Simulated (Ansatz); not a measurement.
Reaction (substitution at a C–C bond): `C[CH2][InH][F]` + H–F → `F[CH2][InH][F]` + CH₄

Program: Ansatz. Geometries: PBE0-D4/def2-TZVP. ΔE: electronic, gas phase. CBS: MP2 limit from def2 TZ/QZ plus the TZ coupled-cluster correction, frozen cores. This one scheme is used for every species. DFT in def2-TZVPP. B3LYP here is the variant with VWN-RPA as its local correlation; programs differ in this. def2 core potentials past Kr. For In outer-core shells are correlated without core-valence functions, which leaves a few kJ/mol of doubt a bond. Each species was taken in one conformer, which may not be the lowest.

Problem. Is it downhill or uphill in electronic energy at CCSD(T)/CBS, and by how much? (An estimate is asked.)

Solution. Ansatz gave: Uphill: ΔE = +65.0 kJ/mol.

Problem. What do these levels give: BLYP-D4, r2SCAN0-D4, B2PLYP, B3LYP, BHLYP, CAM-B3LYP, HF/def2-SVP, MP2/def2-SVP, MP2/def2-TZVPP, SCS-MP2/def2-TZVPP, HF/def2-QZVPP, SCS-MP2/def2-QZVPP? (Best estimate.)

Solution. The calculation gave: BLYP-D4 37.3, r2SCAN0-D4 52.0, B2PLYP 47.6, B3LYP 36.0, BHLYP 40.7, CAM-B3LYP 38.2, HF/def2-SVP 32.7, MP2/def2-SVP 59.6, MP2/def2-TZVPP 71.8, SCS-MP2/def2-TZVPP 61.3, HF/def2-QZVPP 36.4, SCS-MP2/def2-QZVPP 64.4 kJ/mol.

Largest T1 diagnostic among the species: 0.015.

The D4 term adds +6.8 kJ/mol with B3LYP and +3.7 kJ/mol with PBE0; it sums over pairs of atoms, weighted by their polarisabilities, and B3LYP, whose exchange is more repulsive, gets the larger term. Leaving LDA and LC-ωPBE aside and taking each functional with its dispersion term where it has one, the values, not all of them listed here, spread over 23.7 kJ/mol, from BLYP-D4 to PBE-QIDH. LDA lies +10.6 kJ/mol from PBE without D4.
